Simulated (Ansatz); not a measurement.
Geometry optimisation, UHF/def2-SVP in Ansatz 0.2.0.

input.yaml

```yaml
crystal:
  periodic: [false, false, false]
  atoms:
    - { symbol: Ga, position_ang: [0.0, 0.0, 0.0] }
    - { symbol: H, position_ang: [0.0, 0.0, 1.82] }
    - { symbol: H, position_ang: [1.3596, 0.0, -0.785] }
    - { symbol: C, position_ang: [-1.7147, 0.0, -0.99] }
    - { symbol: H, position_ang: [-2.2748, -0.9305, -0.7608] }
    - { symbol: H, position_ang: [-2.3188, 0.8797, -0.6846] }
    - { symbol: H, position_ang: [-1.513, 0.0508, -2.0803] }
    - { symbol: "N", position_ang: [0.0, 0.0, 3.18] }
    - { symbol: H, position_ang: [-0.496, -0.7725, 3.71] }
    - { symbol: H, position_ang: [0.496, 0.7725, 3.71] }
magnetization:
  spin_polarized: true
  initial_magnetization: 1
basis:
  gaussian: { orbitals: def2-SVP }
hamiltonian:
  xc: hf
relax:
  f_tol: 0.15
  max_steps: 25
  restrain:
    - { distance: [1, 7], at: 1.06, k: 30.0 }
    - { distance: [0, 1], at: 2.77, k: 30.0 }
output:
  orbitals: {}
```

Run as:

```bash
$ ansatz run input.yaml --threads 2 --pin off --max-ram 3072MiB --backend cpu --events-out ev --progress --plain --runs-dir out
```

Task: Where does it end, and by what steps?

Result: The forces met the threshold. The restraints hold the end off the free minimum; the threshold counts their pulls, which the force column leaves out. Restrained pairs: H2–N8 (1.36 → 1.03 Å), Ga1–H2 (1.82 → 2.77 Å). After 21 steps the energy has fallen by 3.207 eV (the restraints' own energy left out); H10 moved furthest, 1.41 Å.

| step | energy less start (eV) | largest force component (eV/Å) | accepted |
| --- | --- | --- | --- |
| 0 | 0.0000 | 3.433 | yes |
| 1 | -1.0019 | 5.031 | yes |
| 2 | -1.4999 | 3.610 | yes |
| 3 | -1.8581 | 2.136 | yes |
| 4 | -2.1712 | 2.334 | yes |
| 5 | -2.3287 | 1.201 | yes |
| 6 | -2.3589 | 1.200 | yes |
| 7 | -2.3519 | 1.788 | yes |
| 8 | -2.3826 | 1.693 | yes |
| 9 | -2.4936 | 1.074 | yes |
| 10 | -2.5628 | 1.084 | yes |
| 11 | -2.6516 | 1.558 | yes |
| 12 | -2.7891 | 1.580 | yes |
| 13 | -2.9397 | 1.248 | yes |
| 14 | -3.0253 | 1.115 | yes |
| 15 | -3.1225 | 0.997 | yes |
| 16 | -3.1670 | 0.901 | yes |
| 17 | -3.1850 | 0.940 | yes |
| 18 | -3.1952 | 0.790 | yes |
| 19 | -3.1980 | 0.882 | yes |
| 20 | -3.2020 | 0.826 | yes |
| 21 | -3.2075 | 0.733 | yes |

```xyz
10
Properties=species:S:1:pos:R:3
Ga 0.225 -0.470 0.056
H 0.659 -0.571 2.791
H 1.417 0.589 -0.105
C -1.616 0.023 -0.615
H -2.393 -0.619 -0.189
H -1.865 1.063 -0.381
H -1.665 -0.089 -1.701
N -0.110 -0.164 2.243
H -0.968 -0.582 2.564
H -0.145 0.821 2.457
```

The run took 30 s on 2 threads of Intel(R) Xeon(R) 6975P-C (Granite Rapids), with other jobs on the host, peak memory 0.27 GiB.
